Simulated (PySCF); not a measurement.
From one molecule to another.

First species: C₄H₆Se.
Atom-mapped SMILES: `[CH:1]1=[CH:2][CH2:3][Se:4][CH2:5]1` (hydrogens: H6 on C1; H7 on C2; H8, H9 on C3; H10, H11 on C5)

Second species: C₆H₁₃BO.
InChI=1S/C6H13BO/c1-8-6-7-4-2-3-5-7/h2-6H2,1H3

Levels: CAM-B3LYP/def2-SVPD for HOMO energy, LUMO energy, HOMO–LUMO gap and static isotropic polarisability; TDDFT CAM-B3LYP/def2-SVPD for lowest singlet excitation; TDA CAM-B3LYP/def2-SVPD for lowest triplet excitation (Tamm–Dancoff); ΔSCF CAM-B3LYP/def2-SVPD for vertical ionisation energy. Geometries: PBE0-D3(BJ)/def2-SVP. Each species is one conformer at its optimised geometry, gas phase, non-relativistic unless stated; the electronic structure was computed with PySCF and density fitting.

Task: Which of the two has the higher S1 energy, and by how much?

Result: The second: 6.16 eV against 4.42 eV, a difference of 1.74 eV.

Task: Which has the higher vertical ionisation energy?

Result: The second: 9.75 eV against 8.25 eV, a difference of 1.50 eV.

Task: Which has the higher HOMO–LUMO gap?

Result: The second: 9.72 eV against 8.14 eV, a difference of 1.58 eV.

Task: Which of the two has the higher HOMO energy, and by how much?

Result: The first: -7.30 eV against -8.86 eV, a difference of 1.56 eV.

Task: Which of the two has the higher T1 energy, and by how much?

Result: The second: 5.62 eV against 3.98 eV, a difference of 1.64 eV.

Task: Which has the higher static isotropic polarisability?

Result: The second: 88.8 au against 71.5 au, a difference of 17.3 au.

On the first: The principal polarisabilities are 55.7, 77.6 and 81.3 au; their mean is the isotropic value. S1 lies 3.72 eV below the HOMO–LUMO gap; its leading configuration is HOMO→LUMO, weight 0.83. Relativistic effects, spin–orbit coupling among them, are left out although an element past zinc is present.

On the second: The vertical singlet–triplet gap S1 − T1 is 0.54 eV (TDDFT singlet less Tamm–Dancoff triplet; S1: HOMO−1→LUMO, weight 0.84; T1: HOMO−1→LUMO, weight 0.81). S1 lies 3.56 eV below the HOMO–LUMO gap; its leading configuration is HOMO−1→LUMO, weight 0.84.
